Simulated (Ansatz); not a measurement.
Species, as SMILES: [B]=N (B-NH), doublet.
Atoms: B1, N2, H3. Bonds: B1-N2, N2-H3.

Basis-set convergence of the highest harmonic wavenumber at MP2 with Ansatz (a first-principles code). Each level at its own minimum, finite differences of forces, unscaled; the reference is a large set that could be run, not a limit. All functions are spherical. Cores are frozen. Open shells are unrestricted. No added dispersion term, no relativity. Reference: the value in def2-QZVPP, 3899 cm⁻¹, itself unsure by roughly 5 cm⁻¹ (its mean distance from cc-pVQZ, aug-cc-pVTZ, def2-TZVPPD). Deviations are taken from unrounded values.

```json
[
 {"basis": "cc-pVDZ", "functions": "33", "highest harmonic wavenumber (cm⁻¹)": "3898"},
 {"basis": "aug-cc-pVDZ", "functions": "55", "highest harmonic wavenumber (cm⁻¹)": "3870"},
 {"basis": "6-311G**", "functions": "42", "highest harmonic wavenumber (cm⁻¹)": "3915"},
 {"basis": "6-311+G**", "functions": "50", "highest harmonic wavenumber (cm⁻¹)": "3900"},
 {"basis": "cc-pVTZ", "functions": "74", "highest harmonic wavenumber (cm⁻¹)": "3904"},
 {"basis": "aug-cc-pVTZ", "functions": "115", "highest harmonic wavenumber (cm⁻¹)": "3888"},
 {"basis": "def2-TZVPP", "functions": "76", "highest harmonic wavenumber (cm⁻¹)": "3900"},
 {"basis": "def2-TZVPPD", "functions": "91", "highest harmonic wavenumber (cm⁻¹)": "3895"}
]
```

What the diffuse functions change, pair by pair:
- cc-pVDZ to aug-cc-pVDZ: 22 more functions, deviation -1 to -30 cm⁻¹
- 6-311G** to 6-311+G**: 8 more functions, deviation 16 to 1 cm⁻¹
- cc-pVTZ to aug-cc-pVTZ: 41 more functions, deviation 5 to -11 cm⁻¹
- def2-TZVPP to def2-TZVPPD: 15 more functions, deviation 1 to -4 cm⁻¹

They bring the value nearer the reference by more than 5 cm⁻¹ in 1 of 4 pairs.
